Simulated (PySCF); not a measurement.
ruthenium atom (Ru), quintet (core potentials on Ru); PBE0/def2-SVP (PySCF).

Input for PySCF:
```python
from pyscf import gto, scf, dft

mol = gto.Mole()
mol.atom = '''
    Ru    0.00000000    0.00000000    0.00000000
'''
mol.basis = 'def2-svp'
mol.ecp = {'Ru': 'def2-svp'}
mol.spin = 4
mol.verbose = 4
mol.build()

mf = dft.UKS(mol)
mf.xc = 'pbe0'
mf.diis = False
mf.damp = 0.6
mf.diis_start_cycle = 200
mf.max_cycle = 150
mf.kernel()
mf.analyze()
```

Question: Predict the main parts of the log of this PySCF run.

Answer: 
```
PySCF version 2.14.0

[INPUT] verbose = 4
[INPUT] num. atoms = 1
[INPUT] num. electrons = 16
[INPUT] charge = 0
[INPUT] spin (= nelec alpha-beta = 2S) = 4
[INPUT] symmetry False subgroup None
[INPUT] Mole.unit = angstrom
[INPUT] Symbol           X                Y                Z      unit          X                Y                Z       unit  Magmom
[...]
nuclear repulsion = 0
number of shells = 11
number of NR pGTOs = 57
number of NR cGTOs = 31
basis = def2-svp
ecp = {'Ru': 'def2-svp'}

******** <class 'pyscf.dft.uks.UKS'> ********
method = UKS
initial guess = minao
damping factor = 0.6
level_shift factor = 0
DIIS disabled
SCF conv_tol = 1e-09
SCF conv_tol_grad = None
SCF max_cycles = 150
direct_scf = True
direct_scf_tol = 1e-13
number electrons alpha = 10  beta = 6
XC library pyscf.dft.libxc version 7.1.2
    S. Lehtola, C. Steigemann, M. J. T. Oliveira, and M. A. L. Marques,  SoftwareX 7, 1–5 (2018)
XC functionals = pbe0
    C. Adamo and V. Barone,  J. Chem. Phys. 110, 6158 (1999)
    M. Ernzerhof and G. E. Scuseria,  J. Chem. Phys. 110, 5029 (1999)
radial grids:
    Treutler-Ahlrichs [JCP 102, 346 (1995); DOI:10.1063/1.469408] (M4) radial grids

becke partition: Becke, JCP 88, 2547 (1988); DOI:10.1063/1.454033
pruning grids: <function nwchem_prune>
grids dens level: 3
symmetrized grids: False
atomic radii adjust function: <function treutler_atomic_radii_adjust>
small_rho_cutoff = 0
Set gradient conv threshold to 3.16228e-05
tot grids = 22176
init E= -85.6169914295264

cycle= 1 E= -94.6813637910292  delta_E= -9.06  |g|= 0.369  |ddm|= 2.14

cycle= 2 E= -94.7604166416697  delta_E= -0.0791  |g|= 0.122  |ddm|= 0.508
cycle= 3 E= -94.7680364488527  delta_E= -0.00762  |g|= 0.0506  |ddm|= 0.168
cycle= 4 E= -94.7689137507716  delta_E= -0.000877  |g|= 0.0303  |ddm|= 0.0614
cycle= 5 E= -94.7692553592254  delta_E= -0.000342  |g|= 0.0195  |ddm|= 0.034
cycle= 6 E= -94.769468675348  delta_E= -0.000213  |g|= 0.0131  |ddm|= 0.0237
cycle= 7 E= -94.7696223119303  delta_E= -0.000154  |g|= 0.00937  |ddm|= 0.0184
cycle= 8 E= -94.7697418974593  delta_E= -0.00012  |g|= 0.00729  |ddm|= 0.0153
cycle= 9 E= -94.7698392123426  delta_E= -9.73e-05  |g|= 0.00609  |ddm|= 0.0133
cycle= 10 E= -94.769920355466  delta_E= -8.11e-05  |g|= 0.00534  |ddm|= 0.0119
cycle= 11 E= -94.7699889014122  delta_E= -6.85e-05  |g|= 0.00482  |ddm|= 0.0108
cycle= 12 E= -94.7700472107326  delta_E= -5.83e-05  |g|= 0.0044  |ddm|= 0.00992
cycle= 13 E= -94.7700969997418  delta_E= -4.98e-05  |g|= 0.00405  |ddm|= 0.00914
cycle= 14 E= -94.7701396022717  delta_E= -4.26e-05  |g|= 0.00374  |ddm|= 0.00844
cycle= 15 E= -94.7701760987832  delta_E= -3.65e-05  |g|= 0.00346  |ddm|= 0.0078
cycle= 16 E= -94.770207386029  delta_E= -3.13e-05  |g|= 0.0032  |ddm|= 0.00722
cycle= 17 E= -94.7702342186975  delta_E= -2.68e-05  |g|= 0.00296  |ddm|= 0.00668
cycle= 18 E= -94.7702572369574  delta_E= -2.3e-05  |g|= 0.00275  |ddm|= 0.00619
cycle= 19 E= -94.7702769863093  delta_E= -1.97e-05  |g|= 0.00254  |ddm|= 0.00573
cycle= 20 E= -94.7702939328222  delta_E= -1.69e-05  |g|= 0.00236  |ddm|= 0.00531
cycle= 21 E= -94.7703084753366  delta_E= -1.45e-05  |g|= 0.00218  |ddm|= 0.00491
cycle= 22 E= -94.770320955498  delta_E= -1.25e-05  |g|= 0.00202  |ddm|= 0.00455
cycle= 23 E= -94.7703316661436  delta_E= -1.07e-05  |g|= 0.00187  |ddm|= 0.00422
cycle= 24 E= -94.7703408583778  delta_E= -9.19e-06  |g|= 0.00174  |ddm|= 0.00391
cycle= 25 E= -94.7703487475807  delta_E= -7.89e-06  |g|= 0.00161  |ddm|= 0.00362
cycle= 26 E= -94.7703555185266  delta_E= -6.77e-06  |g|= 0.00149  |ddm|= 0.00335
cycle= 27 E= -94.7703613297549  delta_E= -5.81e-06  |g|= 0.00138  |ddm|= 0.0031
cycle= 28 E= -94.770366317309  delta_E= -4.99e-06  |g|= 0.00128  |ddm|= 0.00288
cycle= 29 E= -94.7703705979366  delta_E= -4.28e-06  |g|= 0.00118  |ddm|= 0.00266
cycle= 30 E= -94.7703742718324  delta_E= -3.67e-06  |g|= 0.0011  |ddm|= 0.00247
cycle= 31 E= -94.7703774249877  delta_E= -3.15e-06  |g|= 0.00102  |ddm|= 0.00229
[...]
cycle= 66 E= -94.7703964353992  delta_E= -1.56e-08  |g|= 7.11e-05  |ddm|= 0.000161
cycle= 67 E= -94.7703964488395  delta_E= -1.34e-08  |g|= 6.61e-05  |ddm|= 0.000149
cycle= 68 E= -94.7703964604663  delta_E= -1.16e-08  |g|= 6.14e-05  |ddm|= 0.000139
cycle= 69 E= -94.770396470537  delta_E= -1.01e-08  |g|= 5.71e-05  |ddm|= 0.000129
cycle= 70 E= -94.7703964792725  delta_E= -8.74e-09  |g|= 5.31e-05  |ddm|= 0.00012
cycle= 71 E= -94.7703964868624  delta_E= -7.59e-09  |g|= 4.95e-05  |ddm|= 0.000112
cycle= 72 E= -94.7703964934692  delta_E= -6.61e-09  |g|= 4.61e-05  |ddm|= 0.000105
cycle= 73 E= -94.7703964992327  delta_E= -5.76e-09  |g|= 4.3e-05  |ddm|= 9.76e-05
cycle= 74 E= -94.7703965042723  delta_E= -5.04e-09  |g|= 4.01e-05  |ddm|= 9.13e-05
cycle= 75 E= -94.770396508691  delta_E= -4.42e-09  |g|= 3.75e-05  |ddm|= 8.55e-05
cycle= 76 E= -94.770396512577  delta_E= -3.89e-09  |g|= 3.51e-05  |ddm|= 8.01e-05
cycle= 77 E= -94.7703965160058  delta_E= -3.43e-09  |g|= 3.29e-05  |ddm|= 7.52e-05
cycle= 78 E= -94.7703965190425  delta_E= -3.04e-09  |g|= 3.09e-05  |ddm|= 7.08e-05
cycle= 79 E= -94.7703965217427  delta_E= -2.7e-09  |g|= 2.9e-05  |ddm|= 6.67e-05
cycle= 80 E= -94.7703965241541  delta_E= -2.41e-09  |g|= 2.74e-05  |ddm|= 6.3e-05
cycle= 81 E= -94.7703965263178  delta_E= -2.16e-09  |g|= 2.58e-05  |ddm|= 5.97e-05
cycle= 82 E= -94.7703965282691  delta_E= -1.95e-09  |g|= 2.44e-05  |ddm|= 5.67e-05
cycle= 83 E= -94.770396530038  delta_E= -1.77e-09  |g|= 2.32e-05  |ddm|= 5.39e-05
cycle= 84 E= -94.7703965316507  delta_E= -1.61e-09  |g|= 2.21e-05  |ddm|= 5.15e-05
cycle= 85 E= -94.770396533129  delta_E= -1.48e-09  |g|= 2.1e-05  |ddm|= 4.93e-05
cycle= 86 E= -94.7703965344924  delta_E= -1.36e-09  |g|= 2.01e-05  |ddm|= 4.73e-05
cycle= 87 E= -94.770396535757  delta_E= -1.26e-09  |g|= 1.93e-05  |ddm|= 4.55e-05
cycle= 88 E= -94.7703965369369  delta_E= -1.18e-09  |g|= 1.86e-05  |ddm|= 4.4e-05
cycle= 89 E= -94.7703965380443  delta_E= -1.11e-09  |g|= 1.79e-05  |ddm|= 4.26e-05
cycle= 90 E= -94.7703965390894  delta_E= -1.05e-09  |g|= 1.73e-05  |ddm|= 4.13e-05
cycle= 91 E= -94.7703965400811  delta_E= -9.92e-10  |g|= 1.68e-05  |ddm|= 4.03e-05
Extra cycle  E= -94.7703965424061  delta_E= -2.33e-09  |g|= 1.57e-05  |ddm|= 9.83e-05
converged SCF energy = -94.7703965424061  <S^2> = 6.0007933  2S+1 = 5.0003173
**** SCF Summaries ****
Total Energy =                         -94.770396542406118
Nuclear Repulsion Energy =               0.000000000000000
One-electron Energy =                 -165.048017046397376
Two-electron Energy =                   70.277620503991258
Two-electron Coulomb Energy =           80.423696450222167
DFT Exchange-Correlation Energy =      -10.146075946230905
**** MO energy ****
                             alpha | beta                alpha | beta
[...]
spin_pop of  0 Ru 4s        0.00138
spin_pop of  0 Ru 5s        0.98585
spin_pop of  0 Ru 6s        0.01196
spin_pop of  0 Ru 7s        0.00123
spin_pop of  0 Ru 8s       -0.00042
spin_pop of  0 Ru 4px      -0.00035
spin_pop of  0 Ru 4py      -0.00296
spin_pop of  0 Ru 4pz      -0.00296
spin_pop of  0 Ru 5px       0.00016
spin_pop of  0 Ru 5py       0.00171
spin_pop of  0 Ru 5pz       0.00171
spin_pop of  0 Ru 6px       0.00024
spin_pop of  0 Ru 6py       0.00130
spin_pop of  0 Ru 6pz       0.00130
spin_pop of  0 Ru 4dxy      0.68181
spin_pop of  0 Ru 4dyz      0.01982
spin_pop of  0 Ru 4dz^2     0.66697
spin_pop of  0 Ru 4dxz      0.25034
spin_pop of  0 Ru 4dx2-y2    0.64635
spin_pop of  0 Ru 5dxy      0.31549
spin_pop of  0 Ru 5dyz      0.00062
spin_pop of  0 Ru 5dz^2     0.30843
spin_pop of  0 Ru 5dxz      0.11027
spin_pop of  0 Ru 5dx2-y2   -0.00011
spin_pop of  0 Ru 4f-3     -0.00003
spin_pop of  0 Ru 4f-2     -0.00000
spin_pop of  0 Ru 4f-1     -0.00002
spin_pop of  0 Ru 4f+0     -0.00005
spin_pop of  0 Ru 4f+1     -0.00002
spin_pop of  0 Ru 4f+2     -0.00000
spin_pop of  0 Ru 4f+3     -0.00003
In total            10.00000 | 6.00000
Dipole moment(X, Y, Z, Debye): -0.00000, -0.00000,  0.00000
```
